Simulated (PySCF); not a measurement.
TMS, C4H12Si.
SMILES: `C[Si](C)(C)C`

The calculation used HCTH407/IGLO-III in PySCF (dipole) on a GFN2-xTB geometry, gas phase.

Take the most abundant isotopes and a rigid rotor. 

Question: Give the principal moments of inertia and the rotational constants in MHz.

Answer: Ia = 167.53, Ib = 167.76, Ic = 167.83 u·Å²; 505379 MHz·u·Å²/I gives A = 3017, B = 3012, C = 3011 MHz.

Question: Classify the top.

Answer: A spherical top, as the point group Td requires three equal moments; the computed ones differ by 0.18 % because the geometry is symmetric only within the optimiser's tolerance.

The point group Td allows no dipole (computed: 0.00 D), so a rigid rotor has no electric-dipole lines.

Question: Estimate the classical rotational partition function at 10 K, 50 K and 500 K.

Answer: Point group Td, symmetry number σ = 12; q = (√π/σ)·√((kT/h)³/(ABC)), k/h = 20836.6 MHz/K: 84.9 at 10 K, 949 at 50 K, 30000 at 500 K.

Stationary, but not proved a minimum. Constants of a rigid frame at the computed geometry: no zero-point averaging, no centrifugal distortion.
